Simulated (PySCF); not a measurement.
CH₅NSn, neutral, multiplicity 1. Atoms are numbered in the order given.

```xyz
8

Sn    -0.1225    -0.0238     0.3947
C      0.6913     1.5657    -0.9440
H      0.2781     2.5535    -0.6843
H      0.4706     1.3507    -2.0019
H      1.7870     1.6164    -0.8190
N     -0.0661    -1.4353    -1.0825
H      0.2463    -1.2707    -2.0375
H     -0.3396    -2.4063    -0.9524
```
Charge 0, spin multiplicity 1.

The structure is a stationary point at B3LYP-D3(BJ)/def2-SVP. The def2 effective core potentials stand for the cores of Sn; spin–orbit coupling is left out. Other conformers were not sampled.

Calculation: PBE0/def2-TZVPD in PySCF.

Mulliken values depend strongly on the basis, most of all with diffuse functions as here. ESP charges are fitted to the potential on shells at 1.4 to 2.0 van der Waals radii. Atomic charges (e):

```csv
atom,ESP fit,Mulliken
Sn1,(withheld),0.56
C2,-0.05,-1.03
H3,(withheld),0.24
H4,(withheld),0.21
H5,(withheld),0.25
N6,(withheld),-0.57
H7,0.28,0.18
H8,0.28,0.16
```

**Question.** Complete the blanks. (Estimate from the structure and the level; the computed values follow.)

**Answer.** 
- Sn1, ESP fit: 0.15
- H3, ESP fit: 0.00
- H4, ESP fit: 0.02
- H5, ESP fit: 0.02
- N6, ESP fit: -0.69
